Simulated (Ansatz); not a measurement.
`CB(C)O` + HCl → `CB(C)Cl` + H₂O at 400 K and 1 bar (ligand exchange at a B–O bond).

Computed with Ansatz on PBE0-D4/def2-TZVP structures; ΔE is electronic, products minus reactants. CCSD(T)/CBS adds triple-zeta CCSD(T) − MP2 to the extrapolated MP2 energy (def2 sets, frozen cores). This one scheme is used for every species. Each species was taken in one conformer, which may not be the lowest.

```json
{"species": "`CB(C)O`", "CCSD(T)/CBS energy (Eh)": "-180.36349", "H − E (kJ/mol)": "271.1", "S (J/(mol·K))": "347.3"}
{"species": "HCl", "CCSD(T)/CBS energy (Eh)": "-460.38127", "H − E (kJ/mol)": "29.6", "S (J/(mol·K))": "195.4"}
{"species": "`CB(C)Cl`", "CCSD(T)/CBS energy (Eh)": "-564.35192", "H − E (kJ/mol)": "233.6", "S (J/(mol·K))": "349.1"}
{"species": "H₂O", "CCSD(T)/CBS energy (Eh)": "-76.37941", "H − E (kJ/mol)": "69.8", "S (J/(mol·K))": "198.6"}
```

H − E and S are ideal-gas, rigid-rotor, harmonic terms from PBE0-D4/def2-TZVP, for one conformer and one mirror image of each species. 1 Eh = 2625.50 kJ/mol, R = 8.31446 J/(mol·K).

**Question.** By hand: ΔE, ΔH, ΔS and ΔG.

**Answer.** ΔE = (-564.35192) + (-76.37941) − (-180.36349) − (-460.38127) = 0.01343 Eh = 35.3 kJ/mol. Δ(H − E) = 233.6 + 69.8 − 271.1 − 29.6 = 2.7, so ΔH = 38.0 kJ/mol. ΔS = 349.1 + 198.6 − 347.3 − 195.4 = 5.0 J/(mol·K). ΔG = 38.0 − 400 × (5.0)/1000 = 36.0 kJ/mol.

**Question.** By hand: the equilibrium constant, and the temperature at which ΔG would vanish if ΔH and ΔS stayed fixed.

**Answer.** log₁₀ K = −ΔG/(RT ln 10) = -4.7. ΔG = 0 at ΔH/ΔS = 7600 K, far beyond where these terms or the molecules hold.

The number of gas molecules stays the same, so ΔS is small and ΔH decides. A doubt of 5 kJ/mol in ΔE shifts log₁₀ K by 0.7 here. Other conformers and mirror images would add mixing entropy, several J/(mol·K) or more a flexible species. Modes under 60 cm⁻¹, often nearly free rotors, make the harmonic entropy too high. These are equilibria of isolated gas molecules and say nothing of rates. Largest T1 diagnostic: 0.011 (customary marks: 0.02 for closed shells, 0.045 for open ones).
